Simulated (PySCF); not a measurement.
## Spinor energies of Ni (nickel, neutral)

Start: [Ar] 3d10. Calculated with PySCF 2.14 in x2c-TZVPall-2c (6s7p4d1f, 54 functions): generalised Hartree-Fock with the X2C-1e Hamiltonian and a Gaussian nucleus; one run each with spin-orbit coupling (SO) switched off, then screened by Boettger's factors. This is a chosen level, not necessarily the ground level.

```
spinor shell  electrons  ε, spin-free (eV)  ε, screened SO (eV)  weight of nominal j (screened SO)  rms radius, screened SO (bohr)
       1s1/2          2            -8392.6              -8392.5                              1.000                          0.0624
       2s1/2          2            -1039.9              -1039.9                              1.000                           0.265
       2p1/2          2            -889.30              -901.36                              1.000                           0.236
       2p3/2          4            -889.30              -883.43                              1.000                           0.239
       3s1/2          2            -125.22              -125.22                              1.000                           0.802
       3p1/2          2            -79.652              -81.281                              1.000                           0.855
       3p3/2          4            -79.652              -78.866                              1.000                           0.866
       3d3/2          4             -7.118               -7.329                              1.000                            1.39
```

Q: Where does 3d5/2 lie, and what is the 3d spin-orbit splitting (screened SO)?

A: At -6.982 eV, 0.347 eV above 3d3/2.

| quantity | spin-free | screened SO |
| --- | --- | --- |
| E (hartree) | -1518.84009 | -1518.87258 |
| M_J | 0 | 0 |
| ⟨J²⟩ | 0.000 | 0.000 |
| ⟨L²⟩ | 0.000 | 0.002 |
| ⟨S²⟩ | 0.000 | 0.002 |

Without spin-orbit coupling the j labels of p, d and f shells carry no meaning; the spin-free column gives the mean over the occupied spinors of each nl shell.
